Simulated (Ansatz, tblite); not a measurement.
Cost and result up the ladder for the cluster Ca2S2 (the lowest singlet isomer of a short search) (4 atoms). Total charge 0; singlet. Geometry: r2SCAN-D4/def2-TZVP.

Cartesian coordinates in Å:
```
Ca 1.395 -0.787 -0.393
Ca -1.391 0.795 0.388
S -0.851 -0.731 -1.554
S 0.848 0.723 1.560
```

Ansatz on 4 threads of Arm Neoverse V1 on a shared host; xTB runs through tblite on one thread. Times are rough, summed over both states, and most runs start from the orbitals of an earlier one. RPA@PBE/def2-TZVP serves as the yardstick here, not as an exact answer. The other state is a triplet at its own geometry.

The xTB rows come from tblite. B3LYP takes the VWN-RPA correlation. Correlated methods freeze 20 core orbitals; core or outer-core shells of Ca are correlated, in sets that lack core-valence functions. At PBE0-D4/def2-TZVP a singlet of charge 0 lies 2.12 eV below the triplet, each at its own geometry. The structure comes from a short search, and lower isomers may exist.

Run but left out: HF/def2-TZVP, HF/def2-TZVPP, MP2/def2-TZVP, MP2/def2-TZVPP (triplet: a determinant that CCSD turns far, T1 0.071).

Correlated methods converge slowly with the basis.

xTB has no spin-polarisation term.

```tsv
level	functions	triplet − singlet (eV)	difference from RPA@PBE/def2-TZVP (eV)
PBE0-D4/def2-TZVP (with forces)	146	2.12	0.68
LDA (SPW92)/def2-TZVP	146	2.07	0.64
GFN1-xTB	36	2.29	0.86
r2SCAN-D4/def2-TZVP	146	2.10	0.67
GFN2-xTB	36	1.47	0.03
B3LYP-D4/def2-TZVP	146	1.98	0.55
BHLYP-D4/def2-TZVP	146	2.14	0.71
RPA@PBE/def2-TZVP	146	1.44	0.00
B97M-V/def2-TZVP	146	1.96	0.53
PBE-D4/def2-TZVP	146	1.94	0.51
```

(1) Estimate how long each takes.

## Answers

(1) GFN1-xTB 0.009 s; GFN2-xTB 0.013 s; LDA (SPW92)/def2-TZVP 2.2 s; PBE-D4/def2-TZVP 4.2 s; B3LYP-D4/def2-TZVP 6.4 s; RPA@PBE/def2-TZVP 6.9 s; PBE0-D4/def2-TZVP (with forces) 7.2 s; BHLYP-D4/def2-TZVP 8.7 s; r2SCAN-D4/def2-TZVP 11 s; B97M-V/def2-TZVP 19 s. On shared hardware such times vary by a factor of up to 3.
